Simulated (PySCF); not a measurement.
Species: C2H8O2SiTe.
Structure used (PBE0-D3(BJ)/def2-SVP), in Å, numbered top down from 1:
```
atom  x, y, z in Å
C1    -2.4017   -0.0320    0.9342
O2    -1.2572    0.4935    0.3140
Si3   -0.5619   -0.0948   -1.0796
Te4    1.6302    1.1372   -1.4742
C5     2.4489    0.2157    0.3110
O6     2.1792    0.0180   -2.8469
H7    -2.2784   -1.0998    1.1918
H8    -2.5843    0.5247    1.8654
H9    -3.2979    0.0671    0.2954
H10   -1.4300    0.1121   -2.2771
H11   -0.2047   -1.5398   -0.9463
H12    2.5173   -0.8593    0.0961
H13    3.4485    0.6305    0.4953
H14    1.7835    0.4106    1.1640
```

Method: PySCF 2.14.0, PBE0-D3(BJ)/def2-SVP geometry optimisation, gas phase, def2 core potentials past Kr.

Question: Which atoms are bound to Te4, and at what distances?

Answer: 3 atoms: O6 1.854 Å, C5 2.169 Å, Si3 2.545 Å. The nearest atom not counted as bound is H12, at 2.69 Å.

Question: List the angles at Te4.

Answer: 
```csv
angle,degrees,distance of the outer atoms (Å)
C5–Te4–O6,103.9,3.18
Si3–Te4–O6,94.4,3.26
Si3–Te4–C5,89.5,3.33
```

Question: What is the shape at Te4?

Answer: Pyramidal: angles 103.9°, 94.4° and 89.5°, sum 287.9°, 1.08 Å off the plane of its three neighbours.

Question: What are the other bond lengths?

Answer: C1–O2 1.404 Å; O2–Si3 1.665 Å; C1–H7, C1–H8, C1–H9 1.104 Å; Si3–H10, Si3–H11 1.494 Å; C5–H12, C5–H13, C5–H14 1.098 Å.

Question: Give some angles away from the centre.

Answer: C1–O2–Si3 125.3°, O2–Si3–Te4 108.6°.

Question: What are the rotational constants (commonest isotopes, rigid rotor)?

Answer: A = 3442, B = 819.0, C = 755.4 MHz: a near-prolate asymmetric top.

Point group: C1 (no symmetry element, even within 0.4 Å). Charge 0, singlet. Whether it is a minimum is left open (no frequencies).

One conformer stands for the species.
